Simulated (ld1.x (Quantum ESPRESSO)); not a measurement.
## Before and after: TM potential for magnesium

| Quantity | Value |
| --- | --- |
| Element | magnesium |
| Generator | ld1.x (Quantum ESPRESSO) 7.5 |
| Type | norm-conserving Troullier–Martins (Kleinman–Bylander form) |
| Functional | PBE |
| Relativity | scalar-relativistic |
| Frozen core | [Ne] |
| Valence charge | 2 |
| Reference configuration | 3s2 3p0 |
| Partial waves | 3s (bound): rc 1.75 bohr; 3d channel at 0.1 Ry: rc 2.90 bohr; 3p (bound, empty): rc 3.40 bohr |
| Local potential | the p channel |
| Core correction | Bessel-smoothed model core inside 1.15 bohr |

Change: wave 3s (bound): rc 1.75 bohr becomes 3s (bound): rc 1.14 bohr.

Cutoffs: the cutoffs (Ry, on a coarse ladder) from which the occupation-weighted sum of valence levels, in a spherical-Bessel basis at the reference potential, stays within 10 and 1 mRy of its value at 400 Ry; they do not see the model core or the augmentation charge, which bear on the density cutoff. Errors are all-electron minus pseudo energies relative to the spin-unpolarised reference configuration.

Question: How do hardness, ghosts and transferability respond?

Answer: The potential gets harder (8 Ry and 30 Ry → 180 Ry and 230 Ry); a bound ghost appears in s, which as a rule spoils a file; of the 5 tests that both files solve, the error grows in 4 and shrinks in 0 by more than 15 % and 0.3 meV (median size 3.1 → 10.8 meV). A smaller radius makes the pseudo-wave follow the all-electron one further in, where it bends more sharply, so more plane waves are needed. That the errors move this way runs against the usual rule that smaller radii transfer better.

| quantity | base | changed |
| --- | --- | --- |
| cutoff, loose | 8 Ry | 180 Ry |
| cutoff, tight | 30 Ry | 230 Ry |
| bound ghosts | none | s |
| error for 3s1 3p0, meV [ΔE 7.96 eV] | -3.1 | -4.7 |
| error for 3s1.5 3p0, meV [ΔE 3.14 eV] | -0.7 | -0.6 |
| error for 3s1 3p1, meV [ΔE 3.49 eV] | -2.7 | -11 |
| error for 3s0 3p2, meV [ΔE 7.18 eV] | -10 | -55 |
| error for 3s0 3p1, meV [ΔE 12.33 eV] | -8.1 | -54 |
| s: phases at 3.70 bohr within 0.05 rad from the reference energy up to (Ry; the scan ends near 5) | 1.3 | 1.3 |
| p: phases at 3.70 bohr within 0.05 rad from the reference energy up to (Ry; the scan ends near 5) | 1.5 | 1.5 |
| d: phases at 3.70 bohr within 0.05 rad from the reference energy up to (Ry; the scan ends near 5) | 2.1 | 2.1 |

 A true bound ghost makes a file unfit for plane-wave use even where its test errors are small: the radial tests pick states by their node count and pass the ghost by.
